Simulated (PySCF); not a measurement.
Level of theory: PySCF with TPSSh-D3(BJ)/def2-TZVP // PBE0-D3(BJ)/def2-SVP. Gas-phase values, no solvent. One relaxed conformer stands for a flexible species; it need not be the lowest. 

Reference species (SMILES): `C[N](C)[In]([Cl])[Cl]` (C–N–In–Cl torsion 180°) (neutral, multiplicity 1).

LUMO: -2.58 eV
S1 oscillator strength: 0.008
HOMO–LUMO gap: 3.42 eV
HOMO: -6.00 eV

After one change: the LUMO falls by 0.93 eV; the S1 oscillator strength is nearly the same; the HOMO–LUMO gap rises by 1.76 eV; the HOMO falls by 2.69 eV.

### Question
What was changed between the two runs? The new species is one of these.
A) `C[N](C)[In]([Cl])[N](C)C` (C–N–In–Cl torsion -4°, Cl–In–N–C torsion 4°)
B) `[Cl][In]([Cl])[Cl]`
C) `C[N](C)[In]([N](C)C)[N](C)C`

### Answer
B, `[Cl][In]([Cl])[Cl]`
